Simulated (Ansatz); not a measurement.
ClH8NSi3 (`[SiH3]N[SiH2][SiH2]Cl`). Charge 0, multiplicity 1.

```xyz
13

Si    0.6901   -1.0935   -1.5246
N    -0.7789   -0.2827   -1.1164
Si   -1.3043    0.2829    0.4270
Si    0.5271    0.9125    1.7513
Cl    1.8244    2.0305    0.5945
H     1.4619   -1.2303   -0.2633
H     1.4867   -0.3350   -2.5245
H     0.4344   -2.4490   -2.0846
H    -1.4281   -0.1239   -1.8742
H    -2.1772    1.4727    0.2284
H    -2.1012   -0.7192    1.1970
H     0.0736    1.7662    2.8806
H     1.2914   -0.2313    2.3088
```

List the harmonic frequencies (cm⁻¹, unscaled) at PBE0-D4/def2-TZVP in Ansatz. (Best estimate.)

The calculation gave: 39, 56, 87, 113, 145, 256, 320, 399, 408, 543, 553, 618, 673, 703, 707, 758, 800, 871, 929, 939, 944, 962, 974, 997, 1205, 2174, 2207, 2209, 2221, 2223, 2232, 2240, 3603.

Is this a minimum?

Yes, all 33 modes are real.

Give the ideal-gas thermochemistry at 298.15 K and 1 bar (rigid rotor, harmonic oscillator; point group C1, symmetry number 1).

Zero-point energy 204.0 kJ/mol; H(298) − E = 231.5 kJ/mol; entropy 411.2 J/(mol·K), of which translation 170.6, rotation 122.3, vibration 118.3; G(298) − E = 108.8 kJ/mol. Modes under 100 cm⁻¹ are hindered rotations or soft bends, so the harmonic entropy is rough.

Rotational constants (cm⁻¹)?

0.07646, 0.04086, 0.03039.
